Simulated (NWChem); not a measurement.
System: C₂H₅ClF₂Si; SMILES [SiH2](Cl)CC(F)F

```xyz
11

F      0.3016     2.6961    -0.6466
C      0.3756     1.4462    -0.1352
F      0.4141     1.5624     1.2157
C     -0.8260     0.6370    -0.5473
Si    -0.9462    -1.0780     0.2177
Cl     0.8204    -2.0958    -0.1746
H      1.3291     0.9974    -0.4641
H     -1.7316     1.2019    -0.2645
H     -0.8332     0.5376    -1.6445
H     -2.0666    -1.8200    -0.4229
H     -1.1372    -1.0229     1.6902
```
Atoms are numbered in this order, from 1.

Results from NWChem. Medium grid unless said otherwise, to which SCAN and Minnesota functionals are sensitive. Structure relaxed at the PBE0/def2-SVP level.

**Question.** Order these by “orbital gap (eV)”, lowest first: M06-2X/def2-SVP; BLYP/def2-SVP; B3LYP/def2-SVP; TPSSh/def2-SVP.

**Answer.** BLYP/def2-SVP (6.92), TPSSh/def2-SVP (8.22), B3LYP/def2-SVP (8.83), M06-2X/def2-SVP (11.45)
